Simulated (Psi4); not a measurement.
Psi4 input (wB97X-D/6-311+G**):

```
memory 1500 MB

molecule {
0 2
C    -1.25352400    0.77563800    0.42263400
N    -0.66485200   -0.54900900    0.23761700
B     0.62636900   -0.81325600   -0.20522000
O     1.51789900    0.16959400   -0.52730800
H    -1.55130300    0.93659100    1.46187100
H    -0.51631000    1.53014400    0.15711200
H    -2.13098800    0.91310200   -0.21435300
H    -1.27184400   -1.31982500    0.45833400
H     2.37050900   -0.16124800   -0.81752800
symmetry c1
no_reorient
no_com
}

set {
  basis 6-311+G**
  reference uks
  scf_type df
  df_basis_scf def2-universal-jkfit
  dft_radial_points 99
  dft_spherical_points 590
  e_convergence 1e-8
  d_convergence 1e-7
  maxiter 150
}

e = energy('wb97x-d')
print_out(f'\nFINAL {e:.10f} DIPOLE {variable("CURRENT DIPOLE")[0]:.6f} {variable("CURRENT DIPOLE")[1]:.6f} {variable("CURRENT DIPOLE")[2]:.6f}\n')
```

Output:

```
   => Loading Basis Set <=

    Name: 6-311+G**
    Role: ORBITAL
    Keyword: BASIS
    atoms 1   entry C          line   129 file 6-311pgss.gbs
    atoms 2   entry N          line   150 file 6-311pgss.gbs
    atoms 3   entry B          line   108 file 6-311pgss.gbs
    atoms 4   entry O          line   171 file 6-311pgss.gbs
    atoms 5-9 entry H          line    42 file 6-311pgss.gbs

   => WB97X-D: Empirical Dispersion <=

    Chai and Head-Gordon Dispersion Correction
    Chai, J.-D.; Head-Gordon, M. (2010), J. Chem. Phys., 132: 6615-6620

        s6 =       1.000000

         ---------------------------------------------------------
                                   SCF
               by Justin Turney, Rob Parrish, Andy Simmonett
                          and Daniel G. A. Smith
                              UKS Reference
         ---------------------------------------------------------

  ==> Geometry <==

    Molecular point group: c1
    Full point group: C1

    Geometry (in Angstrom), charge = 0, multiplicity = 2:

       Center              X                  Y                   Z               Mass
    ------------   -----------------  -----------------  -----------------  -----------------
         C           -1.253524000000     0.775638000000     0.422634000000    12.000000000000
         N           -0.664852000000    -0.549009000000     0.237617000000    14.003074004430
         B            0.626369000000    -0.813256000000    -0.205220000000    11.009305360000
         O            1.517899000000     0.169594000000    -0.527308000000    15.994914619570
         H           -1.551303000000     0.936591000000     1.461871000000     1.007825032230
         H           -0.516310000000     1.530144000000     0.157112000000     1.007825032230
         H           -2.130988000000     0.913102000000    -0.214353000000     1.007825032230
         H           -1.271844000000    -1.319825000000     0.458334000000     1.007825032230
         H            2.370509000000    -0.161248000000    -0.817528000000     1.007825032230

  Running in c1 symmetry.

  Rotational constants: A =      0.68339  B =      0.17991  C =      0.14633 [cm^-1]
  Rotational constants: A =  20487.60987  B =   5393.44760  C =   4387.00808 [MHz]
  Nuclear repulsion =  109.045663718713826

  Charge       = 0
  Multiplicity = 2
  Electrons    = 31
  Nalpha       = 16
  Nbeta        = 15

  ==> Algorithm <==

  SCF Algorithm Type is DF.
  DIIS enabled.
[...]
     113A      5.326903   114A      5.671773   115A     14.768595
     116A     24.057612   117A     35.697678   118A     50.005940

    Beta Occupied:

       1A    -19.261668     2A    -14.427437     3A    -10.307343
       4A     -6.869559     5A     -1.125463     6A     -0.989014
       7A     -0.772713     8A     -0.665197     9A     -0.570590
      10A     -0.538037    11A     -0.520955    12A     -0.486986
      13A     -0.461540    14A     -0.450407    15A     -0.340374

    Beta Virtual:

      16A      0.006741    17A      0.065100    18A      0.074457
      19A      0.089652    20A      0.098867    21A      0.115892
      22A      0.130472    23A      0.143006    24A      0.166418
      25A      0.168746    26A      0.183259    27A      0.217494
      28A      0.217496    29A      0.225313    30A      0.259267
      31A      0.259555    32A      0.272972    33A      0.288135
      34A      0.295864    35A      0.298849    36A      0.313185
      37A      0.319424    38A      0.373985    39A      0.398447
      40A      0.434469    41A      0.455993    42A      0.483277
      43A      0.505537    44A      0.521122    45A      0.533365
      46A      0.603716    47A      0.628645    48A      0.667710
      49A      0.673897    50A      0.730610    51A      0.748240
      52A      0.758114    53A      0.766629    54A      0.887564
      55A      0.905250    56A      0.928368    57A      0.990683
      58A      1.005917    59A      1.023107    60A      1.072186
      61A      1.129696    62A      1.175949    63A      1.182389
      64A      1.226998    65A      1.278198    66A      1.364747
      67A      1.413093    68A      1.482246    69A      1.535507
      70A      1.539987    71A      1.562330    72A      1.615042
      73A      1.639539    74A      1.663069    75A      1.728046
      76A      1.776585    77A      1.806622    78A      1.848477
      79A      1.901090    80A      2.000923    81A      2.024561
      82A      2.144828    83A      2.148929    84A      2.161293
      85A      2.229688    86A      2.328319    87A      2.435850
      88A      2.498144    89A      2.538638    90A      2.578285
      91A      2.592046    92A      2.605815    93A      2.612340
      94A      2.711087    95A      2.731292    96A      2.764048
      97A      2.878234    98A      2.936681    99A      3.022734
     100A      3.158624   101A      3.187039   102A      3.227830
     103A      3.420898   104A      3.613411   105A      3.637808
     106A      3.833616   107A      3.896255   108A      3.992412
     109A      4.022449   110A      4.739921   111A      4.945030
     112A      5.059989   113A      5.335293   114A      5.674180
     115A     14.787672   116A     24.058634   117A     35.698264
     118A     50.007497

    Final Occupation by Irrep:
              A
    DOCC [    15 ]
    SOCC [     1 ]
    NA   [    16 ]
    NB   [    15 ]

  @DF-UKS Final Energy:  -195.94971707580964

   => Energetics <=

    Nuclear Repulsion Energy =            109.0456637187138256
    One-Electron Energy =                -481.5145337475915994
    Two-Electron Energy =                 195.0434060276265882
    DFT Exchange-Correlation Energy =     -18.5219458231672292
    Empirical Dispersion Energy =          -0.0023072513912510
    VV10 Nonlocal Energy =                  0.0000000000000000
    Total Energy =                       -195.9497170758096445

  UHF NO Occupations:
  HONO-2 :   14  A 1.9995744
  HONO-1 :   15  A 1.9991615
  HONO-0 :   16  A 1.0000000
  LUNO+0 :   17  A 0.0008385
  LUNO+1 :   18  A 0.0004256
  LUNO+2 :   19  A 0.0000652
  LUNO+3 :   20  A 0.0000249

Computation Completed

Properties will be evaluated at   0.000000,   0.000000,   0.000000 [a0]

Properties computed using the SCF density matrix

 Multipole Moments:

 ------------------------------------------------------------------------------------
     Multipole            Electronic (a.u.)      Nuclear  (a.u.)        Total (a.u.)
 ------------------------------------------------------------------------------------

 L = 1.  Multiply by 2.5417464519 to convert [e a0] to [Debye]
 Dipole X            :         -0.2192270           -0.0000132           -0.2192402
 Dipole Y            :          0.0258509            0.0000019            0.0258528
 Dipole Z            :          0.0754671           -0.0000094            0.0754576
 Magnitude           :                                                    0.2332991

 ------------------------------------------------------------------------------------

FINAL -195.9497170758 DIPOLE -0.219240 0.025853 0.075458

*** Psi4 exiting successfully. Buy a developer a beer!
```

The geometry given is a B3LYP-D3(BJ)/def2-TZVP minimum.
